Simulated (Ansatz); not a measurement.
Caution, from a PySCF single point (B3LYP-D3(BJ)/def2-TZVPD) at this geometry: the highest occupied level lies above zero, so the state may not be bound. This triplet is an excited state, 0.78 eV above the relaxed singlet at the level frozen-core CCSD(T)/aug-cc-pVDZ // B3LYP-D3(BJ)/def2-TZVPD (Ansatz, a quantum-chemistry and plane-wave program).

Species: CH$_{3}$AlNSi, SMILES `N#[C][Al-][SiH3]` (excited triplet) (charge -1, multiplicity 3).

Task: Give a relaxed geometry from B3LYP-D3(BJ)/def2-TZVPD (Ansatz).

Result: the end point of this relaxation (outside a Z-matrix the atoms follow the SMILES, hydrogens last).
Bonded distances (Å): N1–C2 1.164, C2–Al3 1.975, Al3–Si4 2.443, Si4–H5 1.505, Si4–H6 1.505, Si4–H7 1.500. Angles (°): N1–C2–Al3 176.7, C2–Al3–Si4 116.8, Al3–Si4–H5 117.7, Al3–Si4–H6 117.8, Al3–Si4–H7 110.0, H5–Si4–H6 102.4, H5–Si4–H7 103.5, H6–Si4–H7 103.5.
